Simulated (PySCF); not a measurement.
# Worked example: dipole moment from atomic charges

Si(F)2(H)(SeH) (F₂H₂SeSi), SMILES [SeH][SiH](F)F. Atoms are numbered in the order given.

```xyz
6

Si    -0.8437     0.4464     0.4037
F     -1.9800    -0.6227    -0.0100
F     -1.0921     1.7808    -0.4719
Se     1.1348    -0.5328    -0.1051
H     -1.0043     0.8208     1.8221
H      1.8825     0.6215     0.4351
```
Charge 0, spin multiplicity 1.

Coordinates come from a B3LYP-D3(BJ)/def2-SVP optimisation. The values are those of a single conformer.

Charges (e) from PySCF with CAM-B3LYP/def2-TZVPD:

```tsv
atom	ESP fit	IAO
Si1	0.424	1.376
F2	-0.163	-0.533
F3	-0.217	-0.534
Se4	-0.158	-0.217
H5	-0.020	-0.157
H6	0.133	0.065
```

The dipole moment of the full density is 1.91 D.

### Question
What dipole moment does each set of point charges give, and which comes closer to that of the density?

### Answer

μ = Σ q r, and 1 e Å = 4.8032 D.
ESP fit: Σ q r = (0.293, 0.055, 0.313) e Å, |μ| = 2.08 D.
IAO: Σ q r = (0.511, 0.022, 0.578) e Å, |μ| = 3.71 D.
ESP fit comes closer in size. Point charges leave out the atoms' own dipoles (lone pairs, polarised bonds); fits to the potential absorb them, partitions of the density don't.
